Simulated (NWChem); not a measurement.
# CH5ClOSi2; SMILES O=C[SiH2][SiH2]Cl

```xyz
10

O      1.0830    -2.6478     0.6115
C      0.8092    -1.9543    -0.3335
Si    -0.9135    -1.0762    -0.4800
Si    -0.7002     0.9837     0.6215
Cl     0.9178     1.9429    -0.2707
H      1.5667    -1.7716    -1.1458
H     -1.2422    -0.8260    -1.9176
H     -1.9547    -1.9311     0.1629
H     -0.3986     0.7954     2.0695
H     -1.9067     1.8485     0.4714
```
Atoms are numbered in this order, from 1.

Program: NWChem. Pople sets run with spherical d functions. Geometry: optimised at PBE0/def2-SVP. Core excitations by TDA in a window of 1s orbitals, non-relativistic and unshifted: absolute energies depend strongly on the exact-exchange share.

Task: Estimate the computed values for O K edge, BHandHLYP/6-311G**. Quantities: first 1s excitation (eV); dipole oscillator strength of the first; first state with f > 0.002 (eV); dipole oscillator strength of that state.

Result: The first 1s excitation (eV) is 527.8. The dipole oscillator strength of the first is 0.0541. The first state with f > 0.002 (eV) is 527.8 and the dipole oscillator strength of that state is 0.0541.
